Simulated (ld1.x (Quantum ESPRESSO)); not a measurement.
# Pseudopotential generation for Pm: PAW, PBE, scalar-relativistic.

Input for ld1.x (Quantum ESPRESSO) 7.5:

```
&input
   title='Pm', zed=61., rel=1, dft='PBE', iswitch=3,
   config='[Xe] 4f5 5d0 6s1.75 6p0',
   nld=4, rlderiv=4.20, eminld=-2.0, emaxld=5.0, deld=0.02
 /
 &inputp
   pseudotype=3, lpaw=.true., tm=.true., lloc=-1, rcloc=3.75,
   nlcc=.true., rcore=1.05,
   which_augfun='PSQ', rmatch_augfun_nc=.true.,
   file_pseudopw='Pm.UPF', file_wfcaegen='ae.wfc', file_wfcncgen='nc.wfc', file_beta='beta', file_chi='chi', file_wfcusgen='us.wfc'
 /
8
6S  1  0   1.75   0.00  2.80  3.80  0.0
6S  1  0   0.00   2.45  2.80  3.80  0.0
6P  2  1   0.00   0.00  2.95  3.85  0.0
6P  2  1   0.00   1.75  2.95  3.85  0.0
5D  3  2   0.00   0.00  2.75  3.50  0.0
5D  3  2   0.00   1.35  2.75  3.50  0.0
4F  4  3   5.00   0.00  1.20  1.30  0.0
4F  4  3   0.00   1.50  1.20  1.30  0.0
 &test
   configts(1)='4f5 5d0 6s1.75 6p0'
 /
```

Command:

```bash
ld1.x < Pm.in > Pm.out
```

The program printed (shortened: banner, matrices, multipoles, cross overlaps and the repeated all-electron block are left out):

```
[... start of the log left out ...]
      Wfc-us  5D rcutus= 3.540  Estimated cut-off energy=     9.16 Ry
      Wfc-us  5D rcutus= 3.540  Estimated cut-off energy=     8.35 Ry
      Wfc-us  4F rcutus= 1.302  Estimated cut-off energy=    92.73 Ry
      Wfc-us  4F rcutus= 1.302  Estimated cut-off energy=   124.60 Ry

     Required augmentation: PSQ   radius:    3.850000

     Q pseudized with Bessel functions
     Expected ecutrho=     469.9297 due to l1=  3   l2=  3

     Estimated PAW energy = -471.194352 Ryd

     ------------------- End of pseudopotential generation -------------------

     Computing logarithmic derivative in   4.19082

       Warning: n=1, l=0 expected 0 nodes, found 1
       Setting wfc to zero for this iteration
       (This warning will only be printed once per wavefunction)

       Zero norm: self consistency problem; state:  3 (l=  0, j=0.0)

       Warning: n=4, l=3 expected 0 nodes, found 1
       Setting wfc to zero for this iteration
       (This warning will only be printed once per wavefunction)

       Zero norm: self consistency problem; state:  1 (l=  3, j=0.0)

 %%%%%%%%%%%%%%%%%%%%%%%%%%%%%%%%%%%%%%%%%%%%%%%%%%%%%%%%%%%%%%%%%%%%%%%%%%%%%%
     Error in routine new_paw_hamiltonian (1):
     negative rho
 %%%%%%%%%%%%%%%%%%%%%%%%%%%%%%%%%%%%%%%%%%%%%%%%%%%%%%%%%%%%%%%%%%%%%%%%%%%%%%

     stopping ...
```

The run stopped because the pseudo-density turned negative during the self-consistent test, most likely because a state had been found with a wrong node count and its wave set to zero before.

The run took about 0.7 s on one core of a shared server CPU.
